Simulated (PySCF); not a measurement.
# What a mistake does to a calculation on BFH6Si2

All numbers below are calculated, not measured. The program is PySCF 2.14.0, an open-source quantum chemistry code, run on an isolated molecule that a program drew, which may never have been made. The molecule is BFH6Si2 (charge 0, singlet), drawn as the SMILES string `F[SiH2]B[SiH3]`.

Each row is a Hartree-Fock (HF) and frozen-core CCSD(T) single point in the cc-pV(D+d)Z basis, meant for a local HF minimum. Run 1 is clean. Each other run has one planted mistake out of seven kinds, and not every kind appears here: one electron removed, one electron added, multiplicity raised by two, geometry at a saddle point, minimal basis STO-3G, one bond length entered in bohr, all coordinates scaled. The reference is restricted for singlets and unrestricted otherwise, and also for a bond in bohr. Adding or removing an electron swaps singlet and doublet. Electrons count all cores. HOMO and LUMO are orbital energies over both spins, the gradient is its largest component, and the lowest frequency (negative if imaginary) is given only where the gradient is small. Bond lengths are over the 9 bonds as drawn. T1 is the CCSD diagnostic: over 0.02 (restricted) or 0.045 (unrestricted) a single reference is doubtful.

Geometry of the clean run:
```xyz
10
BFH6Si2, angstrom
F    -5.1348    0.3641    0.6714
Si   -3.5585    0.0697    0.4219
B    -3.2364   -1.6973   -0.5134
Si   -1.3834   -2.3954   -1.0198
H    -2.9048    0.0769    1.7490
H    -3.0363    1.1906   -0.3898
H    -4.1675   -2.3977   -0.8019
H    -0.2777   -1.4966   -0.6053
H    -1.1708   -3.7195   -0.3825
H    -1.3221   -2.5588   -2.4946
```

| run | electrons | basis functions | <S^2> | HOMO (eV) | LUMO (eV) | gradient (hartree/bohr) | lowest frequency (cm^-1) | mean bond (Å) | longest bond (Å) | T1 | HF (hartree) | CCSD(T) (hartree) | mistake |
|---|---|---|---|---|---|---|---|---|---|---|---|---|---|
| 1 | 48 | 104 | 0.000 | -10.96 | 0.63 | 1.8e-05 | 46 | 1.5894 | 2.044 | 0.0130 | -705.50873 | -706.04660 | no fault |
| 2 | 48 | 34 | 0.000 | -8.46 | 5.86 | 3.2e-02 | - | 1.5894 | 2.044 | 0.0084 | -697.09354 | -697.27214 | minimal basis STO-3G |
| 3 | 48 | 104 | 2.024 | -8.16 | -1.89 | 3.3e-02 | - | 1.5894 | 2.044 | 0.0186 | -705.40825 | -705.94368 | multiplicity raised by two |
| 4 | 49 | 104 | 0.761 | -1.57 | 7.79 | 4.7e-02 | - | 1.5894 | 2.044 | 0.0122 | -705.52374 | -706.07989 | one electron added |
| 5 | 48 | 104 | 0.000 | -10.88 | 0.57 | 2.8e-02 | - | 1.6371 | 2.105 | 0.0134 | -705.50141 | -706.04175 | ? |
| 6 | 48 | 104 | 0.852 | -9.27 | 0.18 | 9.0e-03 | - | 1.7362 | 2.806 | 0.0379 | -705.40204 | -705.92894 | ? |

**Which mistake was planted in run 5, and what did it cost?**

The mean and the longest bond both change by the same factor, 1.030, and the gradient is no longer small. So the mistake is: all coordinates scaled. Subtracting run 1 and multiplying by 627.51 kcal/mol a hartree, the energy moved by 4.6 kcal/mol in HF and 3.0 kcal/mol in CCSD(T).

**Which mistake was planted in run 6, and what did it cost?**

The mean bond changes by a factor of 1.092 and the longest by 1.373, so the molecule wasn't scaled as a whole. A length L in bohr read as angstrom grows by (1/0.5292 - 1) L = 0.890 L. The 9 bonds together grew by 9 x 0.1468 = 1.321 Å, which gives L = 1.485 Å. That is the length of one of the H-Si bonds, 1.485 Å in the clean geometry. So the mistake is: one bond length entered in bohr. Subtracting run 1 and multiplying by 627.51 kcal/mol a hartree, the energy moved by 66.9 kcal/mol in HF and 73.8 kcal/mol in CCSD(T).

